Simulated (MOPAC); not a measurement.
MOPAC input (PM7):

```
PM7 PRECISE GNORM=0.05 LET XYZ UHF MS=0.5 GEO-OK AUX(PRECISION=9) THREADS=1
H3P2

P     0.96137400 1   -0.43871600 1    0.42963600 1
P    -0.88563600 1    0.31940400 1   -0.46907900 1
H     1.69503600 1    0.70693000 1    0.00998300 1
H    -1.04420100 1    1.52255600 1    0.26567300 1
H    -1.78690500 1   -0.43980500 1    0.31598400 1
```

Output:

```
 *******************************************************************************
 **                                                                           **
 **                              MOPAC v23.2.5                                **
 **                                                                           **
 *******************************************************************************
 ** MOPAC's Digital Object Identifier: https://doi.org/10.5281/zenodo.6511958 **
 **                                                                           **
 ** Please cite the open-source release paper for use of this MOPAC version:  **
 ** J. E. Moussa and J. J. P. Stewart (2026)                                  **
 ** MOPAC: An open-source semiempirical molecular orbital program             **
 ** J. Open Source Softw., 11(119), 8025, https://doi.org/10.21105/joss.08025 **
 *******************************************************************************

                              PM7 CALCULATION RESULTS

 *******************************************************************************
 *  PM7        - The PM7 Hamiltonian to be used
 *  GEO-OK     - OVERRIDE INTERATOMIC DISTANCE AND OTHER SAFETY CHECKS
 *  UHF        - UNRESTRICTED HARTREE-FOCK CALCULATION
 *  MS=        - IN MECI, MAGNETIC COMPONENT OF SPIN =  0.5
 *  LET        - OVERRIDE SOME SAFETY CHECKS
 *  PRECISE    - TIGHTER CRITERIA TO BE USED
 *  XYZ        - CARTESIAN COORDINATE SYSTEM TO BE USED
 *  GNORM      - EXIT WHEN GRADIENT NORM DROPS BELOW 0.050
 *  AUX        - OUTPUT AUXILIARY INFORMATION
 *******************************************************************************
PM7 PRECISE GNORM=0.05 LET XYZ UHF MS=0.5 GEO-OK AUX(PRECISION=9) THREADS=1
 H3P2

   ATOM   CHEMICAL          X               Y               Z
  NUMBER   SYMBOL      (ANGSTROMS)     (ANGSTROMS)     (ANGSTROMS)

     1       P          0.96137400  *  -0.43871600  *   0.42963600  *
     2       P         -0.88563600  *   0.31940400  *  -0.46907900  *
     3       H          1.69503600  *   0.70693000  *   0.00998300  *
     4       H         -1.04420100  *   1.52255600  *   0.26567300  *
     5       H         -1.78690500  *  -0.43980500  *   0.31598400  *

          CARTESIAN COORDINATES

    NO.       ATOM           X           Y           Z

     1         P          0.9614     -0.4387      0.4296
     2         P         -0.8856      0.3194     -0.4691
     3         H          1.6950      0.7069      0.0100
     4         H         -1.0442      1.5226      0.2657
     5         H         -1.7869     -0.4398      0.3160

 General Reference for PM7:
 "Optimization of Parameters for Semiempirical Methods VI: More Modifications to the
 NDDO Approximations and Re-optimization of Parameters", J. J. P. Stewart, J. Mol. Mod., 1:32, 19 (2013)
 https://link.springer.com/article/10.1007/s00894-012-1667-x

           Empirical Formula: H3 P2  =     5 atoms

      MOLECULAR POINT GROUP   :   C1

          UHF CALCULATION, NO. OF ALPHA ELECTRONS =    7
                           NO. OF BETA  ELECTRONS =    6

          Geometry optimization using EF

          DIAGONAL MATRIX USED AS START HESSIAN

 CYCLE:     1  GRAD.:   121.768 HEAT:  38.89983
 CYCLE:     2  GRAD.:    57.825 HEAT:  27.91877
 CYCLE:     3  GRAD.:    49.140 HEAT:  22.98715
 CYCLE:     4  GRAD.:    84.994 HEAT:  20.03821
 CYCLE:     5  GRAD.:    30.209 HEAT:  15.66211
 CYCLE:     6  GRAD.:    34.363 HEAT:  13.84988
 CYCLE:     7  GRAD.:    34.820 HEAT:  13.59035
 CYCLE:     8  GRAD.:    13.035 HEAT:  12.92877
 CYCLE:     9  GRAD.:     5.419 HEAT:  12.79561
 CYCLE:    10  GRAD.:     3.835 HEAT:  12.75516
 CYCLE:    11  GRAD.:     2.334 HEAT:  12.73800
 CYCLE:    12  GRAD.:     0.589 HEAT:  12.73250
 CYCLE:    13  GRAD.:     0.495 HEAT:  12.73142
 CYCLE:    14  GRAD.:     0.823 HEAT:  12.72971
 CYCLE:    15  GRAD.:     0.634 HEAT:  12.72867
 CYCLE:    16  GRAD.:     0.062 HEAT:  12.72841
 CYCLE:    17  GRAD.:     0.033 HEAT:  12.72837

     GRADIENT =  0.03271 IS LESS THAN CUTOFF =  0.05000

 -------------------------------------------------------------------------------
 PM7 PRECISE GNORM=0.05 LET XYZ UHF MS=0.5 GEO-OK AUX(PRECISION=9) THREADS=1
 H3P2

     GEOMETRY OPTIMISED USING EIGENVECTOR FOLLOWING (EF).
     SCF FIELD WAS ACHIEVED

                              PM7 CALCULATION
                                                       MOPAC v23.2.5 Linux

          FINAL HEAT OF FORMATION =         12.72837 KCAL/MOL =      53.25551 KJ/MOL

          COSMO AREA              =         89.43 SQUARE ANGSTROMS
          COSMO VOLUME            =         71.80 CUBIC ANGSTROMS

          GRADIENT NORM           =          0.03271          =       0.01463 PER ATOM
          IONIZATION POTENTIAL    =          7.768449 EV
          ALPHA SOMO LUMO (EV)    =         -7.768 -0.841
          BETA  SOMO LUMO (EV)    =        -12.524 -3.289
          NO. OF ALPHA ELECTRONS  =          7
          NO. OF BETA  ELECTRONS  =          6
          MOLECULAR WEIGHT        =         64.9712         POINT GROUP:  C1

          MOLECULAR DIMENSIONS (Angstroms)

            Atom       Atom       Distance
            H     5    H     3     4.05850
            H     4    P     1     2.80041
            P     1    P     2     0.22375

          SCF CALCULATIONS        =         18

   ATOM   CHEMICAL          X               Y               Z
  NUMBER   SYMBOL      (ANGSTROMS)     (ANGSTROMS)     (ANGSTROMS)

     1       P          0.92300973  *  -0.45203618  *   0.32343693  *
     2       P         -0.80418236  *   0.33417814  *  -0.20846961  *
     3       H          1.91289143  *   0.68440485  *   0.06696512  *
     4       H         -1.34916896  *   1.68671916  *  -0.27925372  *
     5       H         -1.93866066  *  -0.58950308  *  -0.05205324  *

                             CARTESIAN COORDINATES

   1    P        0.923009727    -0.452036184     0.323436927
   2    P       -0.804182364     0.334178137    -0.208469612
   3    H        1.912891432     0.684404849     0.066965120
   4    H       -1.349168962     1.686719161    -0.279253719
   5    H       -1.938660655    -0.589503076    -0.052053241

           Empirical Formula: H3 P2  =     5 atoms

      MOLECULAR POINT GROUP   :   C1

          ALPHA EIGENVALUES
 -55.53141 -42.64848 -18.90851 -16.09152 -14.66549 -13.40963  -7.76845  -0.84081
   0.75607   2.11093   2.30011  88.26935  88.57219  90.12480  90.71936  98.09281
 104.99249 110.39562 110.67932 112.90478 113.04281

           BETA EIGENVALUES
 -54.92424 -41.85760 -18.62059 -15.83570 -13.79390 -12.52362  -3.28858  -0.33562
   0.91727   2.37406   2.46840  88.31714  88.96678  90.14013  90.73267  98.11676
 105.01018 110.42708 110.70281 113.00520 113.19552

              NET ATOMIC CHARGES AND DIPOLE CONTRIBUTIONS

  ATOM NO.   TYPE          CHARGE      No. of ELECS.   s-Pop       p-Pop       d-Pop
    1          P          -0.430937        5.4309     1.82151     3.55310     0.05632
    2          P          -0.381488        5.3815     1.63991     3.66150     0.08008
    3          H           0.290575        0.7094     0.70943
    4          H           0.237489        0.7625     0.76251
    5          H           0.284361        0.7156     0.71564
 DIPOLE           X         Y         Z       TOTAL
 POINT-CHG.    -1.954     2.397    -0.584     3.147
 HYBRID        -0.001     0.437     0.097     0.447
 SUM           -1.955     2.834    -0.486     3.477

          ATOMIC ORBITAL ELECTRON POPULATIONS

     Atom    s        px        py        pz      x^2-y^2     xz        z^2       yz        xy
    1  P   1.82151   0.89313   1.29081   1.36916   0.01380   0.01313   0.00819   0.00347   0.01773
    2  P   1.63991   1.05732   1.12660   1.47757   0.02039   0.01375   0.01089   0.00363   0.03142
    3  H   0.70943
    4  H   0.76251
    5  H   0.71564

                    (SZ)    =    0.500000
                    (S**2)  =    0.751418

          ATOMIC ORBITAL SPIN POPULATIONS

    Atom   Total    s     px     py     pz   x^2-y^2  xz     z^2    yz     xy
         Atomic
    1  P  0.5828  0.003  0.011  0.035  0.532  0.000  0.002  0.000  0.000 -0.000
    2  P  0.4550  0.010  0.010  0.017  0.415  0.000  0.002  0.001  0.000  0.000
    3  H -0.0204 -0.020
    4  H -0.0025 -0.003
    5  H -0.0149 -0.015

 **********************
 *                    *
 * JOB ENDED NORMALLY *
 *                    *
 **********************

 == MOPAC DONE ==
```

The geometry given is a B3LYP-D3(BJ)/def2-TZVP minimum.
